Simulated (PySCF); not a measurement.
Species: C2H7ClGeO.
Structure used (PBE0-D3(BJ)/def2-SVP), in Å, numbered top down from 1:
```xyz
12
C2H7ClGeO angstrom
C     -1.7699    0.4771    0.0461
O     -1.2007   -0.7880    0.2284
Ge     0.4502   -1.1208   -0.3411
C      1.6126    0.3870    0.1493
Cl     1.4860    0.7376    1.8958
H     -1.2535    1.2563    0.6382
H     -1.7783    0.7988   -1.0146
H     -2.8173    0.4401    0.3856
H      0.4547   -1.2594   -1.8815
H      0.8652   -2.4100    0.3735
H      1.3289    1.2949   -0.4014
H      2.6632    0.1601   -0.0832
```

Computed with PBE0-D3(BJ)/def2-SVP geometry optimisation, gas phase in PySCF 2.14.0.

Take the most abundant isotopes and a rigid rotor. The values belong to one conformer with, in the numbering `[CH3:1][O:2][GeH2:3][CH2:4][Cl:5]`, C1–O2–Ge3–C4 44°, O2–Ge3–C4–Cl5 53°.

Task: What are A, B and C (GHz)?

Result: Ia = 153.61, Ib = 295.55, Ic = 399.31 u·Å²; 505379 MHz·u·Å²/I gives 3290, 1710 and 1266 MHz, that is A = 3.2901, B = 1.7100, C = 1.2656 GHz.

Task: Classify the top.

Result: An asymmetric top. Ray's parameter κ = (2B − A − C)/(A − C) = -0.561; −1 is the prolate and +1 the oblate limit.

Task: What does the inertial defect say?

Result: Not planar: Δ = Ic − Ia − Ib = -49.85 u·Å². For a rigid frame Δ = −2 Σ m c², so Σ m c² = 24.92 u·Å² lies off the ab plane: 9.32 from hydrogen and 15.60 from heavier atoms. The atom farthest from that plane is 1.78 Å away.

Task: List the rotational levels J(Ka,Kc) to J = 4 (K).

Result: Above 0(0,0), as E/k:
J = 1: 1(0,1) 0.143, 1(1,1) 0.219, 1(1,0) 0.240
J = 2: 2(0,2) 0.425, 2(1,2) 0.483, 2(1,1) 0.547, 2(2,1) 0.774, 2(2,0) 0.778
J = 3: 3(0,3) 0.838, 3(1,3) 0.877, 3(1,2) 1.005, 3(2,2) 1.203, 3(2,1) 1.222, 3(3,1) 1.638, 3(3,0) 1.638
J = 4: 4(0,4) 1.376, 4(1,4) 1.399, 4(1,3) 1.609, 4(2,3) 1.771, 4(2,2) 1.823, 4(3,2) 2.215, 4(3,1) 2.219, 4(4,1) 2.815, 4(4,0) 2.815
Those of J = 1 are B + C, A + C and A + B.

Task: Predict some low-J microwave lines.

Result: The dipole components are |μa| = 0.23 D, |μb| = 1.08 D, |μc| = 2.08 D. Intensities carry the squares of the components, which stand as 0.01 : 0.27 : 1.00 (a : b : c). Some lines, for components of 0.1 D or more:

| type | branch | J(Ka,Kc) | MHz | lower level (cm⁻¹) |
| --- | --- | --- | --- | --- |
| a | Q | 2(1,1) ← 2(1,2) | 1333 | 0.336 |
| b | Q | 1(1,0) ← 1(0,1) | 2024 | 0.099 |
| b | R | 1(1,1) ← 0(0,0) | 4556 | 0.000 |
| b | R | 3(1,2) ← 2(2,1) | 4796 | 0.538 |
| c | R | 1(1,0) ← 0(0,0) | 5000 | 0.000 |
| b | R | 3(0,3) ← 2(1,2) | 7401 | 0.336 |
| b | Q | 3(3,0) ← 3(2,1) | 8678 | 0.849 |
| a | R | 3(2,2) ← 2(2,1) | 8927 | 0.538 |
| c | R | 2(2,0) ← 1(1,0) | 11217 | 0.167 |
| b | R | 2(2,0) ← 1(1,1) | 11661 | 0.152 |
| c | R | 3(3,0) ← 2(2,0) | 17913 | 0.541 |

Task: Estimate the classical rotational partition function at 100 K, 200 K and 500 K.

Result: Point group C1, symmetry number σ = 1; q = (√π/σ)·√((kT/h)³/(ABC)), k/h = 20836.6 MHz/K: 63200 at 100 K, 179000 at 200 K, 706000 at 500 K.

No frequency check. Constants of a rigid frame at the computed geometry: no zero-point averaging, no centrifugal distortion. A rigid rotor knows nothing of internal rotation, which can split or shift real lines. Quadrupole hyperfine structure (35Cl) is left out.

The run took 45 s wall on one thread, AMD EPYC 9R14 (x86_64), no GPU (shared host), and the process peaked at 0.55 GiB of memory. This is the geometry optimisation.
